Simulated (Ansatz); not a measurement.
Nb3H3Se9: single points at one geometry.

```yaml
crystal:
  periodic: [false, false, false]
  atoms:
    - {symbol: Nb, position_ang: [-1.647654, -0.659311, 0.013495]}
    - {symbol: Nb, position_ang: [0.012246, 1.689763, 0.024582]}
    - {symbol: Nb, position_ang: [1.573361, -1.077123, 0.179064]}
    - {symbol: Se, position_ang: [-4.045333, -1.367984, -0.175155]}
    - {symbol: Se, position_ang: [-0.228739, -2.456309, 1.232052]}
    - {symbol: Se, position_ang: [0.136505, -1.599041, -1.864499]}
    - {symbol: Se, position_ang: [-1.286304, 0.861465, 1.985592]}
    - {symbol: Se, position_ang: [-1.776002, 1.188391, -1.700327]}
    - {symbol: Se, position_ang: [2.223576, 1.048936, 1.266423]}
    - {symbol: Se, position_ang: [1.545642, 0.413607, -1.891538]}
    - {symbol: Se, position_ang: [0.318215, 4.171594, 0.180621]}
    - {symbol: Se, position_ang: [3.542561, -2.634258, 0.131233]}
    - {symbol: H, position_ang: [-3.688891, -2.632399, 0.536942]}
    - {symbol: H, position_ang: [-1.139589, 4.449894, 0.025297]}
    - {symbol: H, position_ang: [4.432806, -1.437826, 0.080914]}
basis:
  gaussian: {orbitals: def2-TZVP, fitting: {mean_field: def2-universal-jkfit}, initial_orbitals: start.molden}
magnetization: {spin_polarized: true, initial_magnetization: 2}
hamiltonian: {xc: {name: BLYP}, dispersion: d4}
scf: {omitted_lower_state_checks: [starts]}
output: {orbitals: {seedname: orbitals}}
```

The file start.molden holds the orbitals of an earlier run on this structure, at another level or in another basis.

```sh
$ ansatz run in.yaml --threads 2 --pin off --events-out ev --progress --plain --max-ram 32768MiB --backend cuda --devices 0, --max-vram 18GiB
```

Output, abridged:

```
Functional definition: BLYP
  name "BLYP"
  cite "Becke, Phys. Rev. A 38, 3098 (1988) doi:10.1103/PhysRevA.38.3098"
  cite "Lee, Yang & Parr, Phys. Rev. B 37, 785 (1988) doi:10.1103/PhysRevB.37.785"
  parameter beta = 0.0042
  parameter a = 0.04918
  parameter b = 0.132
  parameter c = 0.2533
  parameter d = 0.349
  exchange = b88_x(beta = beta)
  correlation = lyp_c(a = a, b = b, c = c, d = d)
these checks for a lower state are left out or cut short: starts
3213 factors; integrals over basis functions are off by at most 9.3e-1 eV
mean field evaluation 1: about -592868.5176 eV, gradient 2.1e1 eV
mean field evaluation 2: about -592869.4939 eV, gradient 1.0e0 eV
mean field evaluation 4: about -592869.5209 eV, gradient 8.6e-2 eV
mean field evaluation 8: about -592869.5210 eV, gradient 1.4e-5 eV
mean field -592869.52104722 eV, -21787.5530370907 hartree, gradient 1.4e-5 eV, S^2 2.009822; 0 other end points of the search recorded, 0 dependent functions left out
reference -592869.52158337 eV, -21787.5530567938 hartree; 175, 173 occupied and 395, 397 virtual orbitals, 3213 factors
Total energy: -592872.44728631 eV, -21787.6605743935 hartree
Checks for a lower state left out: starts
```

It took 9.6 s on 2 threads of AMD EPYC 7R13 on a shared host and a share (18 GiB) of an NVIDIA H100 80GB HBM3, peak host memory 1.2 GiB.

First input, but with `gaussian: {orbitals: def2-SVP, initial_orbitals: start.molden}`, `hamiltonian: {xc: {text: "exchange = 0.95*pbe_x + 0.05*exact_x\ncorrelation = pbe_c"}}` (abridged; 14 s):

```
Functional definition: unnamed
mean field -592707.80899405 eV, -21781.6102287491 hartree, gradient 2.5e-5 eV, S^2 2.017400
Total energy: -592707.80907198 eV, -21781.6102316130 hartree
Checks for a lower state left out: starts
```

First input, but with `gaussian: {orbitals: def2-SVP, initial_orbitals: start.molden}`, `hamiltonian: {xc: {text: "exchange = 0.85*pbe_x + 0.15*exact_x\ncorrelation = pbe_c"}}` (abridged; 20 s):

```
Functional definition: unnamed
mean field -592713.56477669 eV, -21781.8217498594 hartree, gradient 2.3e-5 eV, S^2 2.027849
Total energy: -592713.56484577 eV, -21781.8217523982 hartree
Checks for a lower state left out: starts
```

As the first input, with `hamiltonian: {xc: {name: r2SCAN0}, dispersion: d4}` (abridged; 15 s):

```
Functional definition: r2SCAN0
mean field -592857.16801289 eV, -21787.0990714520 hartree, gradient 1.8e-5 eV, S^2 2.066751
Total energy: -592857.62770577 eV, -21787.1159648540 hartree
Checks for a lower state left out: starts
```

The first input with `gaussian: {orbitals: def2-SVP, initial_orbitals: start.molden}`, `hamiltonian: {xc: {text: "exchange = 0.90*pbe_x + 0.10*exact_x\ncorrelation = pbe_c"}}` (abridged; 16 s):

```
Functional definition: unnamed
mean field -592710.66902273 eV, -21781.7153328645 hartree, gradient 2.6e-5 eV, S^2 2.022130
Total energy: -592710.66909622 eV, -21781.7153355652 hartree
Checks for a lower state left out: starts
```

The first input with `hamiltonian: {xc: pbe0, dispersion: d4}` (abridged; 11 s):

```
Functional definition: PBE0
mean field -592792.61091776 eV, -21784.7266419646 hartree, gradient 1.6e-5 eV, S^2 2.043590
Total energy: -592793.93702852 eV, -21784.7753756361 hartree
Checks for a lower state left out: starts
```

First input, but with `gaussian: {orbitals: def2-SVP, initial_orbitals: start.molden}`, `hamiltonian: {xc: {text: "exchange = 0.50*pbe_x + 0.50*exact_x\ncorrelation = pbe_c"}}` (abridged; 20 s):

```
Functional definition: unnamed
mean field -592734.81055765 eV, -21782.6025179089 hartree, gradient 2.3e-5 eV, S^2 2.098689
Total energy: -592734.81059703 eV, -21782.6025193563 hartree
Checks for a lower state left out: starts
```

Geometry: PBE-D4/def2-SVP.

In the def2 sets Nb takes a core potential; there is no spin–orbit coupling. Single mean-field runs in def2-TZVP are fitted with def2-universal-jkfit. At PBE0-D4/def2-TZVP a singlet of charge 0 lies 0.57 eV below the triplet, each at its own geometry.
